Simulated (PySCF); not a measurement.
Substituent chemical shifts

Parent skeleton `[CH3:1][SiH2:2][O:3][SiH2:4][CH3:5]`; one hydrogen on atom 2 is replaced by X. Hydrogens on one atom are averaged.

How the numbers were obtained: PBE0/pcSseg-1 with gauge-including orbitals, geometry: GFN2-xTB, in PySCF (one conformer, in vacuum, relativity neglected, averaged over atoms made equivalent by symmetry, fast rotation or ring inversion).

Referencing at the same level of theory: ¹³C (σref 186.93), ²⁹Si (σref 349.16), ¹H (σref 31.72) against TMS; H2O for ¹⁷O (σref 336.08).

Parent (X = H): C1 0.8, Si2 -24.0, O3 29.5, Si4 -24.0, C5 0.8, H(C1) 0.25, H(Si2) 5.23, H(Si4) 5.23, H(C5) 0.25 ppm. Effects are Δδ = δ(X) − δ(H), positive for deshielding.

Task: Order these by the shift of Si4, most shielded first.
A. X = CH2CN
B. X = CH2OCH3
C. X = COOH

Result: A (+3.5 ppm), B (+5.1 ppm), C (+8.0 ppm).

Task: Order these by the shift of O3, most shielded first.
A. X = CH2CN
B. X = COOH
C. X = CN

Result: B (+4.5 ppm), C (+8.6 ppm), A (+15.5 ppm).

Experimental scales use liquid or dissolved standards, which lie at an offset from isolated H2O (liquid H2O: subtract about 36 ppm).
